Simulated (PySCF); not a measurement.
Isomers of C5H6ClNS.

All values: PBE0/pcSseg-1 (PySCF) at GFN2-xTB geometries, gas phase, one conformer each.

(1) Rank by the highest Hirshfeld charge on any atom, lowest value first.
A. `[CH3:1][CH2:2][c:3]1[cH:4][c:5]([Cl:6])[s:7][n:8]1` with C1–C2–C3–C4 -73°
B. `[CH3:1][CH2:2][c:3]1[n:4][c:5]([Cl:6])[cH:7][s:8]1` with C1–C2–C3–N4 94°
C. `[CH3:1][CH2:2][c:3]1[cH:4][s:5][c:6]([Cl:7])[n:8]1` with C1–C2–C3–C4 -94°

## Answers

(1) C (+0.099 e), B (+0.111 e), A (+0.159 e).

All values together:

```json
{"SMILES": "CCc1cc(Cl)sn1", "μ (D)": "1.87", "HOMO (eV)": "-7.46", "LUMO (eV)": "-1.09", "lowest IAO charge (e)": "-0.472 (N)", "highest IAO charge (e)": "+0.509 (S)", "lowest Hirshfeld charge (e)": "-0.198 (N)", "highest Hirshfeld charge (e)": "+0.159 (S)"}
{"SMILES": "CCc1nc(Cl)cs1", "μ (D)": "2.61", "HOMO (eV)": "-6.98", "LUMO (eV)": "-1.02", "lowest IAO charge (e)": "-0.413 (C)", "highest IAO charge (e)": "+0.296 (S)", "lowest Hirshfeld charge (e)": "-0.179 (N)", "highest Hirshfeld charge (e)": "+0.111 (S)"}
{"SMILES": "CCc1scnc1Cl", "μ (D)": "2.78", "HOMO (eV)": "-7.01", "LUMO (eV)": "-1.05", "lowest IAO charge (e)": "-0.413 (C)", "highest IAO charge (e)": "+0.304 (S)", "lowest Hirshfeld charge (e)": "-0.179 (N)", "highest Hirshfeld charge (e)": "+0.117 (S)"}
{"SMILES": "CCc1csc(Cl)n1", "μ (D)": "2.25", "HOMO (eV)": "-7.00", "LUMO (eV)": "-1.03", "lowest IAO charge (e)": "-0.414 (C)", "highest IAO charge (e)": "+0.310 (S)", "lowest Hirshfeld charge (e)": "-0.175 (N)", "highest Hirshfeld charge (e)": "+0.099 (S)"}
```

Conformers: `[CH3:1][CH2:2][c:3]1[cH:4][c:5]([Cl:6])[s:7][n:8]1` with C1–C2–C3–C4 -73°; `[CH3:1][CH2:2][c:3]1[n:4][c:5]([Cl:6])[cH:7][s:8]1` with C1–C2–C3–N4 94°; `[CH3:1][CH2:2][c:3]1[s:4][cH:5][n:6][c:7]1[Cl:8]` with C1–C2–C3–S4 77°; `[CH3:1][CH2:2][c:3]1[cH:4][s:5][c:6]([Cl:7])[n:8]1` with C1–C2–C3–C4 -94°.
